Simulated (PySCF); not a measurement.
**Spin states of SrF**

Unrestricted PBE0; PySCF, scalar-relativistic core potentials, basis sets Sr def2-SVPD with ECP28, F def2-SVPD. Outer shells of the fragments: Sr 5s2; F 2s2 2p5.

Followed along the bond (rough minima from three points):

```tsv
2Ms+1	unpaired	⟨S²⟩ at the start	R at minimum (Å)	Te (eV)
2	σ ↑	0.75	2.12	0.00
4	σ ↑, π ↑↑	3.75	none in the scan	≤ 7.26
```

Solutions found at the starting distance of 2.325 Å, counted from the lowest of them; the search is not exhaustive and high or unbound solutions are not listed, so other states can lie among these:

```tsv
2Ms+1	unpaired	term	E (eV)	⟨S²⟩	⟨Lz²⟩	μ (D)
2	σ ↑	²Σ⁺	0.00	0.75	0.00	-4.82
2	π ↑	²Π	1.67	0.75	1.00	-3.53
2	δ ↑	²Δ	2.04	0.75	4.00	-8.41
4	σ ↑, π ↑↑	mixed	7.25	3.75	2.02	1.33
4	σ ↑, π ↑↑	mixed	7.29	3.75	2.01	2.52
4	σ ↑, π ↑, δ ↑	mixed	7.40	3.75	5.00	1.27
4	σ ↑, π ↑, δ ↑	mixed	7.41	3.75	4.91	1.35
4	σ ↑↑, π ↑	⁴Π	7.41	3.75	1.02	4.87
4	σ ↑↑, π ↑	⁴Π	7.54	3.75	1.01	3.54
```

A term symbol is given only where ⟨S²⟩ and ⟨Lz²⟩ are close to those of a pure state; real π, δ and φ orbitals otherwise mix terms. A positive dipole means Sr(−)F(+).

Spin–orbit coupling is left out. Counting both spins, an empty level lies below a filled one in some of these solutions, because spin and occupation are held.
